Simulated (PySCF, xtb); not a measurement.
Ga(F)(Me)(OH) (CH₄FGaO), SMILES [CH3][Ga]([OH])[F].

xtb 6.7.1 with GFN2-xTB at its own geometry gives an orbital gap of 4.68 eV and a dipole moment of 2.89 D.

Geometry: PBE0-D3(BJ)/def2-SVP. The structure was generated by enumeration; whether it is a known compound was not checked. One conformer was computed; it need not be the lowest.

Task: What does PySCF with PBE/def2-TZVP give? (The exact figures need the calculation; the answer reports its results.)

Result: gap 6.05 eV (levels -7.36 and -1.30 eV), dipole 1.49 D.
